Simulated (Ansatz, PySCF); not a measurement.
Process, species as SMILES: SS (H2S2) + [H][H] (H2) -> 2 S (H2S)
Structures are relaxed separately at B3LYP-D3(BJ)/def2-TZVP in Ansatz (a quantum-chemistry and plane-wave program), one conformer each, not searched for the lowest.
Geometry of the first species:
SMILES: SS
```xyz
4

S     -0.9222     0.0561     0.4718
S      0.9228     0.0543    -0.4709
H     -1.5351    -0.8736    -0.2871
H      1.5259    -0.8942     0.2724
```
Charge 0, spin multiplicity 1.

Property: energy of full hydrogenation (enthalpy at 298 K, with B3LYP-D3(BJ) rigid-rotor harmonic-oscillator terms from PySCF), in kJ/mol. Valence correlation only, unless marked. No spin-orbit coupling. Non-relativistic. Basis-set limits of correlation are two-point, X^-3; Hartree-Fock from the larger set.

CCSD(T)/CBS(def2-TZVPPD,def2-QZVPPD) (Ansatz) gives -60.2 kJ/mol.

Another calculation gave -55.7 kJ/mol. Which level was it?
A) HF/def2-TZVPD (PySCF)
B) TPSS/def2-TZVPD (PySCF)
C) CAM-B3LYP/def2-TZVPD (Ansatz)
D) r2SCANh/def2-TZVPD (Ansatz)

D, r2SCANh/def2-TZVPD (Ansatz). The others give -79.5 (HF), -66.5 (CAM-B3LYP), -45.0 (TPSS) kJ/mol.
